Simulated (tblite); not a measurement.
A tight-binding relaxation on `C#[C][Ge@@H]1[CH2]C=C[Se][C@H]1F`.

Computed with GFN2-xTB geometry optimisation, gas phase (tblite 0.8.0). Start geometry: from a force field or distance geometry. The command runs a driver script over a list of jobs; the input below is this job's line of settings and its coordinates in Å.

Command:
```bash
OMP_NUM_THREADS=1 python probes_run.py task.json out
```

Input:
```
{"job": {"kind": "relax", "xc": "GFN2-xTB", "basis": "xTB"}, "charge": 0, "multiplicity": 1}
C      3.620000    -0.616300     0.069200
C      2.415000    -0.459800    -0.110800
Ge     0.574700    -0.206600    -0.356800
C     -0.122900     1.177000     0.861700
C     -1.463600     1.583500     0.372400
C     -2.413000     0.676000     0.236400
Se    -2.178400    -1.176100     0.663700
C     -0.397700    -1.801300     0.183500
F     -0.405700    -2.746300    -0.829100
H      4.663300    -0.728800     0.228900
H      0.240900     0.167900    -1.834800
H     -0.193700     0.738100     1.888100
H      0.579600     1.997800     0.823800
H     -1.604800     2.639600     0.113600
H     -3.384500     1.036400    -0.135300
H      0.063400    -2.272100     1.081600
```

Output:
```
step      E/eV     max force
  0    -710.12873    3.044
  1    -710.10225    7.170
  2    -710.30540    0.808
  3    -710.34221    0.516
  4    -710.38875    0.525
  5    -710.40866    0.410
  6    -710.44137    0.559
  7    -710.45872    0.518
  8    -710.47316    0.247
  9    -710.48080    0.216
... (82 lines left out)
 92    -710.64081    0.068
 93    -710.64111    0.073
 94    -710.64140    0.057
 95    -710.64160    0.031
 96    -710.64170    0.018
 97    -710.64174    0.016
 98    -710.64177    0.020
 99    -710.64182    0.019
100    -710.64186    0.019
101    -710.64189    0.010
```

«max force» is the largest atomic force in eV/Å.

Q: From which step on does the largest force stay under 0.1 eV/Å, and how much energy is left to gain from there?

A: From step 88 (0.096 eV/Å), 3.0 meV above the end.

Main results: energy lowered by 11.8 kcal/mol over 101 steps; largest atomic force 0.010 eV/Å at the end.

Q: How long does this job take on an Arm Neoverse N1 with one thread, shared host with 64 logical CPUs at a one-minute load of 61?

A: About 1.6 s.
Labels such as C1 count atoms from 1, the log's own numbers from 0.
